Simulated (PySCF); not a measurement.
Two-component Hartree-Fock for Gd⁴⁷⁺ (gadolinium, charge +47)

Start: [Ne] 3s2 3p5; 3p1/2 filled at m_j = +1/2; 3p3/2 filled at m_j = -3/2, -1/2, +1/2, +3/2. Calculated with PySCF 2.14 in an uncontracted even-tempered set (18 s from 12 bohr⁻², ratio 2.4; 14 p from 15 bohr⁻², ratio 2.4; 4 d from 56 bohr⁻², ratio 2.6; 4 f from 85 bohr⁻², ratio 2.6): generalised Hartree-Fock with the X2C-1e Hamiltonian and a Gaussian nucleus; one run each with spin-orbit coupling (SO) screened by Boettger's factors, then bare. This is a chosen level, not necessarily the ground level.

```json
{"spinor shell": "1s1/2", "electrons": "2", "ε, screened SO (eV)": "-53580.8", "ε, bare SO (eV)": "-53580.4", "weight of nominal j (bare SO)": "1.000", "rms radius, bare SO (bohr)": "0.0249"}
{"spinor shell": "2s1/2", "electrons": "2", "ε, screened SO (eV)": "-11430.7", "ε, bare SO (eV)": "-11430.7", "weight of nominal j (bare SO)": "1.000", "rms radius, bare SO (bohr)": "0.0995"}
{"spinor shell": "2p1/2", "electrons": "2", "ε, screened SO (eV)": "-11010.7", "ε, bare SO (eV)": "-11029.1", "weight of nominal j (bare SO)": "1.000", "rms radius, bare SO (bohr)": "0.0850"}
{"spinor shell": "2p3/2", "electrons": "4", "ε, screened SO (eV)": "-10302.4", "ε, bare SO (eV)": "-10295.9", "weight of nominal j (bare SO)": "1.000", "rms radius, bare SO (bohr)": "0.0912"}
{"spinor shell": "3s1/2", "electrons": "2", "ε, screened SO (eV)": "-4428.9", "ε, bare SO (eV)": "-4428.9", "weight of nominal j (bare SO)": "1.000", "rms radius, bare SO (bohr)": "0.241"}
{"spinor shell": "3p1/2", "electrons": "1", "ε, screened SO (eV)": "-4272.8", "ε, bare SO (eV)": "-4277.4", "weight of nominal j (bare SO)": "1.000", "rms radius, bare SO (bohr)": "0.230"}
{"spinor shell": "3p3/2", "electrons": "4", "ε, screened SO (eV)": "-4087.0", "ε, bare SO (eV)": "-4085.4", "weight of nominal j (bare SO)": "1.000", "rms radius, bare SO (bohr)": "0.240"}
```

| quantity | screened SO | bare SO |
| --- | --- | --- |
| E (hartree) | -9204.95653 | -9205.28898 |
| M_J | 1/2 | 1/2 |
| ⟨J²⟩ | 0.751 | 0.751 |
| ⟨L²⟩ | 2.021 | 2.023 |
| ⟨S²⟩ | 0.770 | 0.772 |

Each row is a mean over spinors that exchange with the open shell spreads, by up to 16.585 eV (2p1/2).

Breit and QED terms are absent; they matter most for the inner s and p1/2 levels.

Densities and radii are taken from the X2C orbitals without a picture-change correction, which distorts them close to the nucleus.
